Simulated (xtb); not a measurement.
HCl2HfO, charge +1, singlet, from a rough starting geometry (GFN-xTB shapes and energies of metal compounds can be far from the true ones) (the multiplicity is a formal guess); GFN2-xTB run with xtb.

Input for xtb:
```
$ xtb mol.xyz --gfn 2 --chrg 1 --opt vtight --json

# file mol.xyz
5

Hf    -0.16060517    -0.01562306    -0.69284283
Cl    -1.97904306    -0.95745356    -0.08042206
Cl    -0.60697490     1.98666972    -1.25157818
O      1.09555026    -0.20503266     0.83629416
H      1.65946621    -0.81153681     1.22963607
```

Output, abridged:

```
   ID    Z sym.   atoms
    1   72 Hf     1
    2   17 Cl     2, 3
    3    8 O      4
    4    1 H      5

           -------------------------------------------------
          |                Calculation Setup                |
           -------------------------------------------------

           -------------------------------------------------
          |                 G F N 2 - x T B                 |
           -------------------------------------------------

          ...................................................
          :                      SETUP                      :
          :.................................................:
          :  # basis functions                  35          :
          :  # atomic orbitals                  32          :
          :  # shells                           12          :
          :  # electrons                        24          :
          :  max. iterations                   250          :
          :  Hamiltonian                  GFN2-xTB          :
          :  restarted?                      false          :
          :  GBSA solvation                  false          :
          :  PC potential                    false          :
          :  electronic temp.          300.0000000     K    :
          :  accuracy                    1.0000000          :
          :  -> integral cutoff          0.2500000E+02      :
          :  -> integral neglect         0.1000000E-07      :
          :  -> SCF convergence          0.1000000E-05 Eh   :
          :  -> wf. convergence          0.1000000E-03 e    :
          :  Broyden damping             0.4000000          :
          :  net charge                          1          :
          :  unpaired electrons                  0          :
          ...................................................

 iter      E             dE          RMSdq      gap      omega  full diag
   1      2.4247145  0.242471E+01  0.494E+01    0.41       0.0  T
   2    -11.3727589 -0.137975E+02  0.293E+01   11.89       1.0  T
   3    -12.7642643 -0.139151E+01  0.220E+01   10.93       1.0  T
   4    -13.8415567 -0.107729E+01  0.193E+01    6.43       1.0  T
   5    -13.7221175  0.119439E+00  0.186E+01    7.04       1.0  T
   6    -14.7342149 -0.101210E+01  0.573E+00    1.89       1.0  T
   7    -14.7328924  0.132248E-02  0.594E+00    1.89       1.0  T
   8    -14.8142135 -0.813211E-01  0.378E+00    3.38       1.0  T
   9    -14.7982803  0.159332E-01  0.440E+00    3.54       1.0  T
  10    -14.8582691 -0.599888E-01  0.118E+00    2.94       1.0  T
  11    -14.8577131  0.556042E-03  0.127E+00    3.01       1.0  T
  12    -14.8316158  0.260972E-01  0.250E+00    3.49       1.0  T
  13    -14.8208393  0.107766E-01  0.318E+00    3.69       1.0  T
  14    -14.8335188 -0.126796E-01  0.277E+00    3.59       1.0  T
  15    -14.8395070 -0.598819E-02  0.234E+00    3.54       1.0  T
  16    -14.8495844 -0.100774E-01  0.139E+00    3.42       1.0  T
  17    -14.8554628 -0.587845E-02  0.725E-01    3.31       1.0  T
  18    -14.8573000 -0.183712E-02  0.473E-01    3.25       1.0  T
  19    -14.8583322 -0.103223E-02  0.266E-01    3.20       1.0  T
  20    -14.8587143 -0.382137E-03  0.107E-01    3.16       1.0  T
  21    -14.8587674 -0.530699E-04  0.361E-02    3.14       1.2  T
  22    -14.8587698 -0.244269E-05  0.128E-02    3.14       3.5  T
  23    -14.8587696  0.283146E-06  0.123E-02    3.14       3.6  T
  24    -14.8587699 -0.318871E-06  0.433E-03    3.14      10.3  T
  25    -14.8587698  0.215127E-07  0.244E-03    3.14      18.3  T
  26    -14.8587699 -0.421047E-07  0.602E-04    3.14      74.3  T
  27    -14.8587699 -0.995158E-09  0.274E-04    3.14     163.4  T

   *** convergence criteria satisfied after 27 iterations ***

         :::::::::::::::::::::::::::::::::::::::::::::::::::::
         ::                     SUMMARY                     ::
         :::::::::::::::::::::::::::::::::::::::::::::::::::::
[...]
 * total energy  :   -14.8131014 Eh     change       -0.1032016E-04 Eh
 * total energy  :   -14.8131142 Eh     change       -0.1279790E-04 Eh
 * total energy  :   -14.8131348 Eh     change       -0.2055496E-04 Eh
 * total energy  :   -14.8131449 Eh     change       -0.1013568E-04 Eh
 * total energy  :   -14.8131535 Eh     change       -0.8573386E-05 Eh
 * total energy  :   -14.8131590 Eh     change       -0.5505649E-05 Eh
 * total energy  :   -14.8131609 Eh     change       -0.1869079E-05 Eh
 * total energy  :   -14.8131624 Eh     change       -0.1510808E-05 Eh
 * total energy  :   -14.8131633 Eh     change       -0.9243424E-06 Eh
 * total energy  :   -14.8131639 Eh     change       -0.5482726E-06 Eh
 * total energy  :   -14.8131639 Eh     change       -0.4643415E-07 Eh
 * total energy  :   -14.8131640 Eh     change       -0.5885158E-07 Eh
   *** GEOMETRY OPTIMIZATION CONVERGED AFTER 20 ITERATIONS ***
         :: total energy             -14.813163960367 Eh    ::
[...]
         4        2.0000           -0.8098898             -22.0382
         5        2.0000           -0.7317347             -19.9115
         6        2.0000           -0.6746352             -18.3578
         7        2.0000           -0.6743819             -18.3509
         8        2.0000           -0.6509644             -17.7136
         9        2.0000           -0.6454957             -17.5648
        10        2.0000           -0.6401002             -17.4180
        11        2.0000           -0.6312413             -17.1770
        12        2.0000           -0.6310839             -17.1727 (HOMO)
        13                         -0.5215989             -14.1934 (LUMO)
        14                         -0.5007743             -13.6268
        15                         -0.5000916             -13.6082
        16                         -0.4724660             -12.8565
        17                         -0.4723143             -12.8523
        18                         -0.3891684             -10.5898
        19                         -0.2082778              -5.6675
        20                         -0.1805024              -4.9117
        21                         -0.1775708              -4.8319
        22                         -0.1774875              -4.8297
        23                         -0.1772942              -4.8244
       ...                                ...                  ...
        32                          0.3079541               8.3799
      -------------------------------------------------------------
                  HL-Gap            0.1094850 Eh            2.9792 eV
             Fermi-level           -0.5763414 Eh          -15.6830 eV

     #   Z          covCN         q      C6AA      α(0)
     1  72 Hf       2.175     1.072   561.658    64.952
     2  17 Cl       0.732     0.009    98.676    15.194
     3  17 Cl       0.732     0.009    98.675    15.194
     4   8 O        1.503    -0.490    22.805     6.440
     5   1 H        0.819     0.400     0.483     1.091

 Mol. C6AA /au·bohr⁶  :       2296.267943
 Mol. C8AA /au·bohr⁸  :     230308.679347
 Mol. α(0) /au        :        102.871395

Wiberg/Mayer (AO) data.
largest (>0.10) Wiberg bond orders for each atom

 ---------------------------------------------------------------------------
     #   Z sym  total        # sym  WBO       # sym  WBO       # sym  WBO
 ---------------------------------------------------------------------------
     1  72 Hf   3.801 --     3 Cl   1.298     2 Cl   1.298     4 O    1.166
     2  17 Cl   1.656 --     1 Hf   1.298     3 Cl   0.202     4 O    0.152
     3  17 Cl   1.656 --     1 Hf   1.298     2 Cl   0.202     4 O    0.152
     4   8 O    2.260 --     1 Hf   1.166     5 H    0.791     3 Cl   0.152
                             2 Cl   0.152
     5   1 H    0.840 --     4 O    0.791
 ---------------------------------------------------------------------------

Topologies differ in total number of bonds
Writing topology from bond orders to xtbtopo.mol

molecular dipole:
                 x           y           z       tot (Debye)
 q only:        0.121      -0.457      -1.084
   full:        0.384      -0.693      -1.337       3.951
molecular quadrupole (traceless):
                xx          xy          yy          xz          yz          zz
 q only:        2.011      -1.606      -2.067       2.945      -0.645       0.055
  q+dip:        2.380      -2.228      -2.056       2.469      -0.357      -0.324
   full:        1.853      -2.623      -2.293       1.770       0.585       0.440

optimized geometry written to: xtbopt.xyz

           -------------------------------------------------
          | TOTAL ENERGY              -14.813163960367 Eh   |
          | GRADIENT NORM               0.000028214041 Eh/α |
          | HOMO-LUMO GAP               2.979238279404 eV   |
           -------------------------------------------------

normal termination of xtb
```
